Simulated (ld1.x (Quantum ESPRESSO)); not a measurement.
## Which change was made? (Al, PAW)

aluminium, PAW, made with ld1.x (Quantum ESPRESSO) 7.5 (PBE, non-relativistic). Core [He], reference 2s2 2p6 3s2 3p1. Waves: 2s (bound): rcut 1.05, rcutus 1.25 bohr; 3s (bound): rcut 1.05, rcutus 1.25 bohr; 2p (bound): rcut 0.90, rcutus 1.00 bohr; 3p (bound): rcut 0.90, rcutus 1.00 bohr. Local part: all-electron potential smoothed inside 1.00 bohr (lloc = -1). Core correction: a·sin(br)/r model core, default radius (core density twice the valence density). Augmentation charge: PSQ, inside the norm-conserving radii.

Cutoffs, loose and tight: the cutoffs (Ry, on a coarse ladder) from which the occupation-weighted sum of valence levels, in a spherical-Bessel basis at the reference potential, stays within 10 and 1 mRy of its value at 400 Ry. They do not see the model core or the augmentation charge, which bear on the density cutoff. Test errors are all-electron minus pseudo excitation energies from the reference, over the configurations 2s2 2p6 3s2 3p0; 2s2 2p6 3s1 3p0; 2s2 2p6 3s0 3p0; 2s2 2p5 3s2 3p1; 2s2 2p6 3s2 3p0.5; 2s2 2p6 3s2 3p1.3; 2s2 2p6 3s0 3p3; variants that change the core or the reference have their own tests.

The base gives: outcome: generated, overlap not positive; bound ghosts: not determined (overlap not positive); largest test error (meV): +9.2.

**Question.** After one change the result is: outcome: generated, overlap not positive; bound ghosts: not determined (overlap not positive); largest test error (meV): -379. Which change was it?
A. waves 2s (bound): rcut 0.94, rcutus 1.00 bohr; 3s (bound): rcut 0.94, rcutus 1.00 bohr
B. waves 2s (bound): rcut 0.80, rcutus 0.84 bohr; 3s (bound): rcut 0.80, rcutus 0.84 bohr
C. waves 2s (bound): rcut 1.05, rcutus 1.56 bohr; 3s (bound): rcut 1.05, rcutus 1.56 bohr
D. waves 2s (bound): rcut 1.05, rcutus 1.34 bohr; 3s (bound): rcut 1.05, rcutus 1.34 bohr
E. waves 2s (bound): rcut 1.05, rcutus 1.14 bohr; 3s (bound): rcut 1.05, rcutus 1.14 bohr

**Answer.** C. The others give: waves 2s (bound): rcut 1.05, rcutus 1.34 bohr; 3s (bound): rcut 1.05, rcutus 1.34 bohr → outcome: generated, overlap not positive; bound ghosts: not determined (overlap not positive); largest test error (meV): -141 | waves 2s (bound): rcut 0.80, rcutus 0.84 bohr; 3s (bound): rcut 0.80, rcutus 0.84 bohr → outcome: generated; cutoff, loose: 110 Ry; cutoff, tight: 160 Ry; bound ghosts: none; largest test error (meV): -16 | waves 2s (bound): rcut 0.94, rcutus 1.00 bohr; 3s (bound): rcut 0.94, rcutus 1.00 bohr → outcome: generated; cutoff, loose: 100 Ry; cutoff, tight: 160 Ry; bound ghosts: none; largest test error (meV): +38 | waves 2s (bound): rcut 1.05, rcutus 1.14 bohr; 3s (bound): rcut 1.05, rcutus 1.14 bohr → outcome: generated, overlap not positive; bound ghosts: not determined (overlap not positive); largest test error (meV): +1120. A file whose overlap is not positive is unfit for use, and its test errors describe a broken file.
